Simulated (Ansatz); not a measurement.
System: BeCl, net charge 1, singlet state. 
Structure (B3LYP-D3(BJ)/def2-TZVP (Ansatz, an electronic-structure program) minimum search):
SMILES: [Be+][Cl]
```xyz
2

Be     0.0000     0.0000    -1.3984
Cl     0.0000     0.0000     0.3290
```
Charge +1, spin multiplicity 1.

Wanted: vertical ionisation energy (to the doublet state of charge +2; each state is the SCF solution reached for its spin), in eV. Cores are frozen in the correlated levels unless marked. UHF or UKS for open shells. No spin-orbit coupling. Non-relativistic. Basis-set limits of correlation are two-point, X^-3; Hartree-Fock from the larger set.

```csv
level,program,vertical ionisation energy (eV)
B3LYP/def2-TZVPD,Ansatz,19.16
PBE0/def2-TZVPD,Ansatz,19.08
```

Question: Predict the CCSD(T)/CBS(def2-TZVPPD,def2-QZVPPD) result (Ansatz).

Answer: 19.12 eV
